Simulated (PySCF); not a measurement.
`C(/[SiH3])=C/[SiH3]`. Computed geometry: GFN2-xTB, gas phase.

```
atom  x, y, z in Å
Si1    1.7950   -0.4834   -0.2917
C2     0.6905    0.9827    0.1153
C3    -0.6329    1.0062    0.2626
Si4   -1.8283   -0.4413    0.1072
H5     2.7106   -0.6934    0.8357
H6     2.5805   -0.1407   -1.4832
H7     1.0209   -1.6992   -0.5356
H8     1.2307    1.9194    0.2444
H9    -1.0959    1.9612    0.5024
H10   -3.1867    0.0919    0.2548
H11   -1.5777   -1.4224    1.1666
H12   -1.7054   -1.0816   -1.2045
```

Problem. Which two atoms are farthest apart?

Solution. H6···H10, 6.03 Å; the next longest distance is 5.98 Å.

Problem. What is the repulsion energy of the bare nuclei, Σ ZA·ZB/RAB?

Solution. 197.09 Eh over 66 pairs, with full nuclear charges and distances in bohr; the largest single term is 28.45 Eh (Si1 with Si4).

Problem. Work out the bond lengths Si1–H5, C2–H8, Si4–H10, Si4–H11 in Å.

Solution. For Si1–H5 the difference vector is (0.9156, -0.2100, 1.1274) Å, of length 1.4675 Å. Si1–H5 1.467; C2–H8 1.089; Si4–H10 1.467; Si4–H11 1.465 Å.

Problem. Where is the centre of mass (commonest isotopes), and what is the radius of gyration?

Solution. Mass 88.016 u; centre at (-0.003, -0.035, -0.010) Å; Rg = √(Σ m r²/M) = 1.808 Å. As Ia + Ib + Ic = 2 Σ m r², the three principal moments sum to 575.4 u·Å².

Problem. Give the dihedral angles H5–Si1–C2–H8, H9–C3–Si4–H11, H6–Si1–C2–H8, H5–Si1–C2–C3.

Solution. H5–Si1–C2–H8 62° (synclinal); H9–C3–Si4–H11 -115° (anticlinal); H6–Si1–C2–H8 -55° (synclinal); H5–Si1–C2–C3 -118° (anticlinal). Dihedral signs follow IUPAC: positive where, seen along the central bond, the front bond turns clockwise onto the rear one.

Problem. How far apart are these pairs, which share no bond: Si1···H8, H5···H8, H5···H9, H6···H8, H7···H9, H10···H11, H10···H12?

Solution. Si1···H8 2.526 Å (2 bonds apart); H5···H8 3.060 Å (3 bonds apart); H5···H9 4.653 Å (4 bonds apart); H6···H8 3.008 Å (3 bonds apart); H7···H9 4.354 Å (4 bonds apart); H10···H11 2.390 Å (2 bonds apart); H10···H12 2.388 Å (2 bonds apart).

Problem. What are the angles H5–Si1–H6, C2–Si1–H6, H5–Si1–H7, H10–Si4–H11, C3–Si4–H11, H11–Si4–H12?

Solution. From the scalar product of the two bond vectors; for H5–Si1–H6 it is -0.6961 Å² over 1.4675 × 1.4677 Å², cos θ = -0.3232. H5–Si1–H6 108.9°; C2–Si1–H6 107.9°; H5–Si1–H7 109.9°; H10–Si4–H11 109.2°; C3–Si4–H11 110.3°; H11–Si4–H12 109.9°.

Problem. Write the matrix of distances between heavy atoms (Å, lower triangle).

Solution. 
```
Si1   0.000
C2    1.880  0.000
C3    2.902  1.332  0.000
Si4   3.645  2.893  1.884  0.000
```

No GFN2-xTB frequencies stand behind this structure, so it isn't proved a minimum.
